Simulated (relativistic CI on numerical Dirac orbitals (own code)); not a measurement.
# d1 to d9 in one octahedral field

Computed with a parametric ligand-field model without spin-orbit coupling, by exact diagonalisation: B = 390, C = 1700, 10Dq = 31700 cm⁻¹ (Oh; |10Dq|/B = 81.3) for every shell. Energies in cm⁻¹; the field energy is (0.6 n_e − 0.4 n_t2) × 10Dq of the ground term; g labels are left out. So small a B with so large a field is typical of 4d and 5d ions, where spin-orbit coupling, left out here, reaches 1,000 to 4,000 cm⁻¹.

| Shell | Ground term | Electrons in e | Field energy | First spin-allowed bands | Lowest term of other spin |
| --- | --- | --- | --- | --- | --- |
| d1 | 2T2 | 0.000 | -12680 | 2E 31700 |  |
| d2 | 3T1 | 0.004 | -25222 | 3T2 30685, 3T1 35520 | 1T2 5837 |
| d3 | 4A2 | 0.000 | -38040 | 4T2 31700, 4T1 36187 | 2E 8297 |
| d4 | 3T1 | 0.007 | -50484 | 3E 29950, 3T1 30375 | 1T2 5233 |
| d5 | 2T2 | 0.015 | -62934 | 2A2 29313, 2T1 29452 | 4T1 23413 |
| d6 | 1A1 | 0.012 | -75707 | 1T1 30334, 1T2 36145 | 3T1 26801 |
| d7 | 2E | 1.007 | -56829 | 2T1 30250, 2T2 30707 | 4T1 23457 |
| d8 | 3A2 | 2.000 | -38040 | 3T2 31700, 3T1 36187 | 1E 6491 |
| d9 | 2E | 3.000 | -19020 | 2T2 31700 |  |

Low spin: d4, d5, d6, d7; the other shells keep the spin of the free ion. Only d4 to d7 can choose; the field needed to pair spins is smallest for d6 and largest for d5, which loses most exchange energy. In the strong-field picture 10Dq must exceed about 6B + 5C = 10840 (d4), 7.5B + 5C = 11425 (d5), 2.5B + 4C = 7775 (d6) and 4B + 4C = 8360 (d7); mixing of terms shifts these bounds somewhat.
